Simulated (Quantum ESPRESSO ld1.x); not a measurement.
Results of a calculation; reference values are marked as such.
All-electron atom: Ru IV in [Kr] 4d5 (the NIST ground configuration). Level of theory: Dirac Kohn-Sham, PW86 exchange with PBE correlation, spin-unpolarised, spherical densities, point nucleus; open shells fill j = l - 1/2 first (ld1.x of Quantum ESPRESSO 7.5).

Normalised radial functions P(r) = r R(r) (large component), r in bohr:

r           4p1/2    4d5/2
0.001485   0.0023   0.0000
0.001702   0.0028   0.0000
0.001934   0.0033   0.0000
0.002216   0.0040   0.0000
0.002538   0.0049   0.0000
0.002885   0.0059   0.0000
0.003305   0.0073   0.0000
0.003787   0.0090   0.0000
0.004304   0.0109   0.0001
0.004931   0.0135   0.0001
0.005604   0.0165   0.0001
0.006421   0.0205   0.0002
0.007356   0.0255   0.0003
0.008361   0.0312   0.0004
0.009579   0.0387   0.0005
0.01097    0.0478   0.0008
0.01247    0.0583   0.0011
0.01429    0.0718   0.0017
0.01624    0.0870   0.0024
0.01861    0.1061   0.0035
0.02132    0.1285   0.0050
0.02423    0.1528   0.0070
0.02776    0.1820   0.0101
0.03155    0.2123   0.0140
0.03615    0.2468   0.0197
0.04141    0.2822   0.0276
0.04707    0.3144   0.0374
0.05392    0.3447   0.0512
0.06178    0.3669   0.0693
0.07022    0.3762   0.0909
0.08044    0.3684   0.1195
0.09143    0.3395   0.1521
0.1047     0.2815   0.1928
0.12       0.1927   0.2390
0.1364     0.0814   0.2858
0.1563    -0.0607   0.3362
0.179     -0.2166   0.3825
0.2035    -0.3602   0.4171
0.2331    -0.4887   0.4373
0.265     -0.5654   0.4340
0.3036    -0.5783   0.3996
0.3478    -0.5053   0.3284
0.3953    -0.3544   0.2258
0.4529    -0.1173   0.0816
0.5147     0.1551  -0.0804
0.5897     0.4608  -0.2689
0.6756     0.7407  -0.4583
0.7678     0.9452  -0.6221
0.8797     1.0718  -0.7641
1.008      1.0904  -0.8573
1.145      1.0156  -0.8920
1.312      0.8642  -0.8736
1.492      0.6869  -0.8120
1.709      0.4953  -0.7116
1.958      0.3264  -0.5887
2.225      0.2016  -0.4654
2.549      0.1088  -0.3389
2.921      0.0519  -0.2283
3.319      0.0229  -0.1452
3.803      0.0082  -0.0813
4.322      0.0027  -0.0424
4.952      0.0007  -0.0187

4p1/2: eigenvalue -82.938 eV, 2 radial nodes at r = 0.148, 0.479 bohr, <r> = 1.09 bohr, 90 % of the charge inside 1.61 bohr. 4d5/2: eigenvalue -37.078 eV, 1 radial node at r = 0.484 bohr, <r> = 1.45 bohr, 90 % of the charge inside 2.25 bohr.
